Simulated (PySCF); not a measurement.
# C₆ coefficients of unlike pairs at UHF

Calculated with PySCF 2.14 from the dipole response of each species, C₆(A,B) = (3/π) ∫ α_A(iu) α_B(iu) du, in atomic units, from isotropic polarisabilities. For ions this is the dispersion term alone; charge-induced terms of lower order in 1/R come first.

| species | configuration | basis | relativity | α (bohr³) | C₆ (like pair) |
| --- | --- | --- | --- | --- | --- |
| S(2+) | [Ne] 3s2 3p2 (3P) | aug-cc-pwCVQZ (10s9p7d5f3g) | none | 7.509 | 27.38 |
| Rh | [Kr] 4d8 5s1 (4F) | def2-QZVPPD with the def2 core potential (28 electrons) (7s5p4d4f2g) | core potential | 88.73 | 803.6 |
| V+ | [Ar] 3d4 (5D) | aug-cc-pVTZ (8s7p5d3f2g) | none | 11.29 | 41.43 |
| F(3+) | [He] 2s2 2p2 (3P) | aug-cc-pCVTZ-DK (7s6p4d2f) | spin-free X2C | 0.9721 | 0.8656 |

Q: Estimate C₆ for F(3+) with Rh.

A: The integral gives 18.86. The combination rule 2 C_A C_B / (C_A α_B/α_A + C_B α_A/α_B) gives 15.84 and the geometric mean 26.37.

No spin-orbit coupling is included.

The other pairs:

```csv
pair,C₆
"V+, Rh",162.9
"F(3+), V+",5.632
"Rh, S(2+)",125.2
"V+, S(2+)",33.31
"F(3+), S(2+)",4.564
```
